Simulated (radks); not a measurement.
Coherent X-ray form factor from a spherical all-electron density. All-electron calculation, scalar-relativistic Kohn-Sham, r2SCAN, spin-polarised, spherical densities, finite nucleus; meta-GGA in the generalised Kohn-Sham scheme; Fermi nuclear charge, rms radius of each element as measured or else 0.836 A^(1/3) + 0.57 fm. Program: a radial shooting solver on a logarithmic mesh with Libxc functionals.

sin(theta)/lambda (1/angstrom),f0 (electrons)
0.05,4.938
0.1,4.760
0.15,4.488
0.2,4.151
0.25,3.781
0.3,3.410
0.4,2.743
0.5,2.244
0.6,1.911
0.8,1.562
1,1.383
1.25,1.200
1.5,1.017
2,0.690

The species is in the configuration that NIST lists as its ground one. Which atom or ion scatters so?

Answer. The oxygen ion O3+, [He] 2s2 2p1. Extrapolating in s^2 from the first two rows gives f0(0) = 5.0, near the electron count 5; among species with that count, the fall with angle is slower the higher Z, and the table is that of Z = 8; from so few rows the species is fixed only to a neighbour or two.
